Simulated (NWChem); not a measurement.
System: ZnHOF; SMILES [OH][Zn][F]

```xyz
4

Zn     0.0061    -0.0138     0.0000
F     -0.0256    -1.7488     0.0000
O     -0.0896     1.7453     0.0000
H      0.7636     2.1907     0.0000
```
Atoms are numbered in this order, from 1.

Results from NWChem. All runs use the structure optimised with PBE0/def2-SVP. Ions are spin-unrestricted doublets at the neutral geometry; other ion states weren't tried.

For level PBE/def2-SVP:

| Item | Result |
|---|---|
| vertical ionisation energy, ΔSCF (eV) | 10.64 |
| −ε(HOMO) (eV) | 6.31 |

Q: What are these values for level CAM-B3LYP/def2-SVP?

A: The vertical ionisation energy, ΔSCF (eV) comes out as 11.26 and the −ε(HOMO) (eV) is 9.61.
